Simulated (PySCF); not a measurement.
This PySCF input asks for the NMR shieldings of SMILES CNC[C@@H]([SiH3])[Si@H](F)CF, C4H13F2NSi2; the geometry comes from GFN2-xTB.

```python
import basis_set_exchange as bse
import numpy as np
from pyscf import gto, dft
from pyscf.prop import nmr

atoms = """
C    -2.146697    1.232707   -0.279784
N    -1.121463    0.213062   -0.400818
C    -0.764674   -0.471005    0.838159
C     0.661007   -0.959098    0.588520
Si    0.753119   -2.747557   -0.040259
Si    1.261980    0.307157   -0.694284
F     2.877380    0.022895   -0.801267
C     1.255683    2.128122   -0.092536
F     0.595286    2.306092    1.109701
H    -2.317142    1.686027   -1.255118
H    -3.096231    0.835137    0.097407
H    -1.795722    1.999955    0.407784
H    -1.407965   -0.478008   -1.088144
H    -1.470354   -1.269071    1.104126
H    -0.773018    0.270884    1.639045
H     1.253388   -0.896860    1.502879
H     2.129739   -3.124137   -0.335630
H    -0.073763   -2.875353   -1.247788
H     0.194076   -3.633533    0.989107
H     0.932016    0.194698   -2.108211
H     2.275316    2.481948    0.068859
H     0.767629    2.795321   -0.804165
"""
names = dict.fromkeys(["C", "N", "Si", "F", "H"], "pcSseg-1")
basis = {el: gto.basis.parse(bse.get_basis(n, elements=[el], fmt="nwchem")) for el, n in names.items()}
mol = gto.M(atom=atoms, basis=basis, charge=0, verbose=0)
mf = dft.RKS(mol, xc="PBE0")
mf.grids.level = 2
mf.grids.alignment = dft.numint.BLKSIZE   # the property module wants whole blocks of grid points
mf.conv_tol = 1e-9
mf.kernel()

calc = nmr.RKS(mf)   # GIAO
C = mf.mo_coeff
Co = C[:, mf.mo_occ > 0]
resp = mf.gen_response(singlet=True, hermi=2)
def vind(x):   # induced exchange potential for any number of trial vectors
    d = np.einsum("pi,xij,qj->xpq", C, 2 * x.reshape(-1, C.shape[1], Co.shape[1]), Co, optimize=True)
    return np.einsum("xpq,pi,qj->xij", resp(d - d.transpose(0, 2, 1)), C, Co, optimize=True).ravel()
mo1, _ = nmr.rhf.solve_mo1(calc, with_cphf=vind)
sigma = calc.kernel(mo1)
for i, s in enumerate(sigma):   # ppm
    print("%2d %-2s %9.2f" % (i, mol.atom_pure_symbol(i), np.trace(s) / 3))
```

Task: What does it print?

Result: 
```
 0 C     150.01
 1 N     197.06
 2 C     136.73
 3 C     174.46
 4 Si    418.38
 5 Si    378.40
 6 F     335.65
 7 C     101.45
 8 F     476.01
 9 H      29.15
10 H      29.30
11 H      28.99
12 H      30.43
13 H      28.87
14 H      28.57
15 H      30.31
16 H      27.54
17 H      27.78
18 H      27.67
19 H      26.71
20 H      26.54
21 H      26.62
```

These numbers come from an equivalent density-fitted implementation of the same equations, which agrees with the script to about 0.01 ppm for H and up to a few tenths of a ppm for heavy atoms, so last digits may differ.

Task: Turn these shieldings into chemical shifts. Chemical shifts δ = σref − σ; TMS for ¹³C (186.93 ppm) and ²⁹Si (349.16 ppm) and ¹H (31.72 ppm); ¹⁵N (267.73 ppm) against NH3; ¹⁹F (170.95 ppm) vs CFCl3, all at this level.

Result: Averaging equivalent atoms: C 7: 85.5; C 2: 50.2; C 0: 36.9; C 3: 12.5; N 1: 70.7; Si 5: -29.2; Si 4: -69.2; F 6: -164.7; F 8: -305.1; H 20: 5.18; H 21: 5.10; H 19: 5.01; H 16/17/18: 4.05; H 14: 3.15; H 13: 2.84; H 9/10/11: 2.57; H 15: 1.41; H 12: 1.28 ppm. Unscaled 19F shifts against computed CFCl3 carry errors that often reach 10 to 50 ppm. Experimental scales use liquid or dissolved standards, which lie at an offset from isolated NH3 (liquid NH3: subtract about 20 ppm).

Size and cost of the density-fitted run: 232 basis functions, 95 s wall time on 1 thread of an Arm Neoverse N1, shared host; peak memory 1.1 GiB.
